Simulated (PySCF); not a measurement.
H₃Hf, neutral, multiplicity 2. Atoms are numbered in the order given.

```xyz
4

Hf     0.0000     0.0000     0.0000
H      1.8676     0.0000     0.0000
H     -0.9338     1.6174     0.0000
H     -0.9338    -1.6174     0.0000
```
Charge 0, spin multiplicity 2.

Coordinates come from a B3LYP-D3(BJ)/def2-TZVPD optimisation. A frequency run showed that this geometry is not a minimum. The spin state was assumed, not searched. The def2 effective core potentials stand for the cores of Hf; spin–orbit coupling is left out.

These are PBE0/def2-TZVPD run with PySCF values and carry that method's errors.

Mulliken values depend strongly on the basis, most of all with diffuse functions as here. ESP charges are fitted to the potential on shells at 1.4 to 2.0 van der Waals radii. Atomic charges (e):

```json
[
 {"atom": "Hf1", "Mulliken": "0.62", "ESP fit": "0.85", "Mulliken spin": "1.09"},
 {"atom": "H2", "Mulliken": "-0.21", "ESP fit": "-0.28", "Mulliken spin": "-0.03"},
 {"atom": "H3", "Mulliken": "-0.21", "ESP fit": "-0.28", "Mulliken spin": "-0.03"},
 {"atom": "H4", "Mulliken": "-0.21", "ESP fit": "-0.28", "Mulliken spin": "-0.03"}
]
```
